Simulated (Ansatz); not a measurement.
Computed with Ansatz on PBE0-D4/def2-TZVP structures; ΔE is electronic, products minus reactants. CBS: MP2 limit from def2 TZ/QZ plus the TZ coupled-cluster correction, frozen cores. DFT in def2-TZVPP. B3LYP here is the variant with VWN-RPA as its local correlation; programs differ in this. def2 core potentials past Kr. For I, In outer-core shells are correlated without core-valence functions, which leaves a few kJ/mol of doubt a bond. One conformer a species, not always the lowest.

Reaction (redistribution): `[OH][In]([F])[CH2]F` + `[F][InH][I]` → `[OH][In]([F])[F]` + `F[CH2][InH][I]`

```csv
level,ΔE (kJ/mol),difference from CCSD(T)/CBS
PBE-D4,27.7,2.8
PBE0-D4,25.2,0.3
ωB97X-V,24.6,-0.3
PBE0,26.1,1.2
B3LYP,29.4,4.5
CCSD/def2-TZVPP,22.7,-2.2
CCSD(T)/def2-TZVPP,22.7,-2.2
SCS-MP2/def2-QZVPP,22.9,-2.0
HF/CBS(def2),20.2,-4.7
CCSD/CBS(def2),24.9,0.0
CCSD(T)/CBS,24.9,0
```

Largest T1 diagnostic among the species: 0.018.
